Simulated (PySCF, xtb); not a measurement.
In(H)(Cl)(NH2) (ClH₃InN), SMILES [NH2][InH][Cl].

GFN2-xTB in xtb at its own geometry gives an orbital gap of 3.31 eV and a dipole moment of 2.38 D.

Geometry: PBE0-D3(BJ)/def2-SVP. The def2 effective core potentials stand for the cores of In; spin–orbit coupling is left out. Other conformers were not sampled.

Q: What does PySCF with HF/def2-TZVPD give? (An estimate is asked for; the answer gives what the named calculation found.)

A: gap 11.68 eV (levels -10.83 and 0.85 eV), dipole 3.29 D.
